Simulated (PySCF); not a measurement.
Computed shifts of a molecule C₃H₆BFO, PBE/pcSseg-1 (PySCF), GIAO, gas phase, equivalent atoms averaged, in ppm (number of nuclei): ¹³C: 182.0 (1), 111.0 (1), 7.6 (1). ¹⁹F: -117.7 (1). ¹H: 5.88 (1), 5.55 (1), 5.40 (1), 0.84 (3). References: ¹³C against TMS (σ = 182.0 ppm); ¹⁹F against CFCl3 (σ = 133.6 ppm); ¹¹B against BF3 (σ = 83.9 ppm); ¹⁷O against H2O (σ = 334.3 ppm); ¹H against TMS (σ = 31.49 ppm), references at their B3LYP-D3(BJ)/def2-TZVP geometries, non-relativistic. The structure is a stationary point at PBE0-D3(BJ)/def2-SVP. The values are those of a single conformer.

Task: Identify the compound among the candidates.
A. C=C(F)B(C)O
B. OB1CC(F)C1
C. FB1CCOC1
D. C=COB(C)F

Result: A, C=C(F)B(C)O
